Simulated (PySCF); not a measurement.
Steps of a relaxation of [La(H2O)2]3+

[La(H2O)2]3+ (singlet; a saddle point, relaxed within its symmetry). PySCF 2.14.0, RKS PBE, La def2-SVP with ECP46, O def2-SVP, H def2-SVP; non-relativistic Hamiltonian with scalar-relativistic core potentials where named; density fitting; no spin-orbit coupling. Origin of the start: template. Columns: position (Å) and force (eV/Å). Energies are counted from the last step; some of the 6 steps are shown. Forces carry noise of the integration grid, about 0.01 to 0.03 eV/Å.

Run from Python with OMP_NUM_THREADS=2. Where DIIS fails, smearing, a level shift and second-order steps follow.
It took 11 s on 2 threads of Arm Neoverse V2, on a shared host, from the converged density of the start.

```xyz
7
step 0  E = 0.225 eV
La    0.0000    0.0000    0.0000     0.00    0.00    0.00
O     0.0000    0.0000    2.5600     0.00    0.00   -2.60
H     0.5445    0.5445    3.1500     0.64    0.64    0.83
H    -0.5445   -0.5445    3.1500    -0.64   -0.64    0.83
O     0.0000    0.0000   -2.5600     0.00    0.00    2.60
H     0.5445   -0.5445   -3.1500     0.64   -0.64   -0.83
H    -0.5445    0.5445   -3.1500    -0.64    0.64   -0.83
```

```xyz
7
step 2  E = 0.021 eV
La    0.0000    0.0000    0.0000     0.00    0.00    0.00
O     0.0000    0.0000    2.4600     0.00    0.00    0.07
H     0.5508    0.5508    3.0983    -0.14   -0.14   -0.23
H    -0.5508   -0.5508    3.0983     0.14    0.14   -0.23
O     0.0000    0.0000   -2.4600     0.00    0.00   -0.07
H     0.5508   -0.5508   -3.0983    -0.14    0.14    0.23
H    -0.5508    0.5508   -3.0983     0.14   -0.14    0.23
```

```xyz
7
step 3  E = 0.003 eV
La    0.0000    0.0000    0.0000     0.00    0.00    0.00
O     0.0000    0.0000    2.4222     0.00    0.00    0.30
H     0.5481    0.5481    3.0626    -0.07   -0.07   -0.18
H    -0.5481   -0.5481    3.0626     0.07    0.07   -0.18
O     0.0000    0.0000   -2.4222     0.00    0.00   -0.30
H     0.5481   -0.5481   -3.0626    -0.07    0.07    0.18
H    -0.5481    0.5481   -3.0626     0.07   -0.07    0.18
```

Question: Where does the relaxation end?

Answer: It converges at step 5 in D2d:
```xyz
7
step 5  E = 0
La    0.0000    0.0000    0.0000
O     0.0000    0.0000    2.4188
H     0.5491    0.5491    3.0493
H    -0.5491   -0.5491    3.0493
O     0.0000    0.0000   -2.4188
H     0.5491   -0.5491   -3.0493
H    -0.5491    0.5491   -3.0493
```

Question: How did the contacts change?

Answer: 
```tsv
contact	start (Å)	end (Å)
La1–O2 (H2O)	2.560	2.419
La1–O5 (H2O)	2.560	2.419
```
